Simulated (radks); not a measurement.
These are the eigenvalues of the occupied orbitals of an atom or ion with whole-number occupations (hartree). Method: Dirac Kohn-Sham, BLYP, spin-unpolarised, spherical densities, finite nucleus; Fermi nuclear charge, rms radius of each element as measured or else 0.836 A^(1/3) + 0.57 fm; computed with a radial shooting solver on a logarithmic mesh with Libxc functionals.

1s1/2: -197.1853
2s1/2: -22.13964
2p1/2: -18.66614
2p3/2: -18.40492
3s1/2: -2.56973
3p1/2: -1.63060
3p3/2: -1.59984
3d3/2: -0.18696
3d5/2: -0.18454
4s1/2: -0.16854

Which element is it, and in what charge state? The configuration may be excited. Open shells, if any, are shared by 2j + 1.

Answer. Z = 23, vanadium, charge 0: V in [Ar] 3d3 4s2. The list shows which subshells hold electrons but not how many an open one holds; the 1s level, -197.19 hartree, gives Z - s = 19.9 by -(Z - s)^2/2, which with screening and relativity narrows Z to a few neighbours, and the depths of the outer levels then fix element, charge and occupations together.
